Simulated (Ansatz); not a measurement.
Species: C$_{2}$H$_{5}$NS, SMILES `[H]/N=C(\S)C` (N–C–S–H torsion 180°) (charge 0, multiplicity 1), formula C$_{2}$H$_{5}$NS.

Question: How many basis functions does frozen-core CCSD(T)/cc-pVTZ // r2SCAN-D4/def2-TZVP in Ansatz (a quantum-chemistry and plane-wave program) use, how many core orbitals are frozen, and how many electrons are correlated?

Answer: 194 basis functions and 8 frozen orbitals, which leaves 24 correlated electrons. Core time is of the order of seconds.
